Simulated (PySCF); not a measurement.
Isomers of C7H7NSi, one GFN2-xTB conformer each. Single-point energies are computed at PBE0/pcSseg-1 (PySCF, gas phase, no added dispersion term), electronic only.

**Question.** Rank them by PBE0/pcSseg-1 energy, lowest first (kcal/mol).
A. `[CH:1]#[C:2][CH2:3][Si@@H:4]1[CH:5]=[C:6]([C:7]#[N:8])[CH2:9]1` with C2–C3–Si4–C5 168°
B. `C=C=C(C#N)C#C[SiH2]C`
C. `C[C@H]1[SiH2]C=C1C#CC#N`

**Answer.** A (0.0), C (2.5), B (10.7).

As drawn, the lowest has a four-membered ring, which the highest lacks; the highest has cumulated double bonds, which the lowest lacks. GFN2-xTB itself gives, in the same order: 14.0, 0.0, 14.3. GFN2-xTB puts C[C@H]1[SiH2]C=C1C#CC#N lowest instead; measured from each level's own lowest isomer, the values differ by up to 14.0 kcal/mol (C#CC[Si@@H]1C=C(C#N)C1: 14.0 against 0.0).

**Question.** Which frontier levels, dipoles and rotational constants go with these structures?

**Answer.** 
| SMILES | HOMO (eV, PBE0/pcSseg-1) | LUMO (eV) | dipole (D) | A, B, C (MHz) |
| --- | --- | --- | --- | --- |
| C#CC[Si@@H]1C=C(C#N)C1 | -7.78 | -1.81 | 4.02 | 4731, 604.7, 579.1 |
| C[C@H]1[SiH2]C=C1C#CC#N | -7.68 | -2.43 | 5.31 | 4048, 592.2, 530.8 |
| C=C=C(C#N)C#C[SiH2]C | -7.54 | -1.95 | 3.86 | 2339, 584.4, 473.0 |
